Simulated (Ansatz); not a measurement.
CH4GeS, SMILES `[CH2]1[S][GeH2]1`. Total charge 0; spin multiplicity 1. All single points use the PBE0-D4/def2-TZVP geometry.

```xyz
7

C     0.535    0.723   -0.395
S    -0.145   -0.466   -1.634
Ge   -0.485   -0.630    0.522
H     1.616    0.702   -0.307
H     0.119    1.723   -0.465
H    -1.887   -0.299    1.027
H     0.246   -1.754    1.252
```

Q: What is the dipole moment at PBE/def2-TZVPP? (Estimate.)

A: The calculation gave: 2.00 D, with components (0.12, 0.48, 1.94) D in this frame, pointing from negative to positive charge.

Q: And with r2SCAN, B3LYP, ωB97M-V? (An estimate is asked.)

A: Ansatz gave: r2SCAN 2.11 D, B3LYP 2.11 D, ωB97M-V 2.17 D.

Q: Give the Mulliken charges with PBE, B3LYP, ωB97M-V in def2-TZVPP. (Best estimate.)

A: Ansatz gave: 
```json
{"atom": "C1", "PBE": "-0.20", "B3LYP": "-0.23", "ωB97M-V": "-0.31"}
{"atom": "S2", "PBE": "-0.24", "B3LYP": "-0.25", "ωB97M-V": "-0.21"}
{"atom": "Ge3", "PBE": "0.17", "B3LYP": "0.19", "ωB97M-V": "0.15"}
{"atom": "H4", "PBE": "0.12", "B3LYP": "0.13", "ωB97M-V": "0.14"}
{"atom": "H5", "PBE": "0.12", "B3LYP": "0.13", "ωB97M-V": "0.14"}
{"atom": "H6", "PBE": "0.01", "B3LYP": "0.02", "ωB97M-V": "0.04"}
{"atom": "H7", "PBE": "0.01", "B3LYP": "0.02", "ωB97M-V": "0.04"}
```

B3LYP here is the variant with VWN-RPA as its local correlation; programs differ in this.
